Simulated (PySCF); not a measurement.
Two structures of BN₂H₄Cl, closed shell, reached by relaxing down either side of one saddle point (PBE0-D4/def2-TZVP). Energies are electronic, without zero-point energy. Program: PySCF 2.14 with density fitting (its default auxiliary sets; JK sets also for MP2 and CCSD(T)). Basis: def2-TZVPP and def2-QZVPP. Cores are frozen in the correlated methods. Extrapolation: Hartree–Fock as exp(−7.88 √X), correlation as X^−2.97. First:

```xyz
8
angstrom
B -0.1579 0.1242 0.3337
N 0.6665 0.9973 -0.3934
N -0.4782 -1.1843 -0.0613
H -0.1409 -1.6093 -0.9058
Cl -0.8501 0.7216 1.8722
H 1.1006 0.7559 -1.2657
H 0.8687 1.9249 -0.0705
H -1.0731 -1.7721 0.4916
```

Second:

```
8
angstrom
B -0.5260 -0.0117 0.3157
N 0.8169 0.3262 -0.4869
N -0.7228 -1.3095 0.4514
H 1.2011 -0.5930 -0.7009
Cl -1.3337 1.5344 0.7731
H 0.6425 0.8409 -1.3464
H 1.4812 0.8622 0.0658
H -1.5471 -1.6222 0.9454
```

Task: Which bonds change from the first to the second?

Result: BN₂H₄Cl ([NH2][B]([NH2])[Cl]) → BNHCl ([NH][B][Cl]) + NH₃ (still joined by a long B–N bond); bonds formed: N2–H4; bonds broken: N3–H4; bonds weakened to dative contacts: B1–N2.

Task: Give the saddle point's structure and its height above each. (To be estimated.)

Result: Computed: 60.61 kcal/mol above the first and 15.36 kcal/mol above the second (CCSD(T) at an estimated basis limit (MP2 extrapolated from triple and quadruple zeta, plus CCSD(T) − MP2 in triple zeta)).
```csv
atom,x (Å),y (Å),z (Å)
B1,-0.5114,0.1836,0.3011
N2,0.8126,0.4099,-0.4890
N3,-0.5266,-1.1669,0.3317
H4,0.6290,-0.8143,-0.3581
Cl5,-1.5166,1.5157,0.8780
H6,0.7359,0.8152,-1.4143
H7,1.5812,0.8440,0.0080
H8,-1.2042,-1.7875,0.7426
```

T1 diagnostic: at most 0.014.

Labels in which every atom is bracketed show which atoms are joined, not bond orders.

For scale, one of the runs: CCSD(T)/def2-TZVPP, 191 basis functions, launched by `OMP_NUM_THREADS=4 python run.py`. Time: 2.9 min of wall clock on 4 CPU threads of a Oxide Virtual Turin-like; the host was shared. Peak host memory: 2.2 GiB.
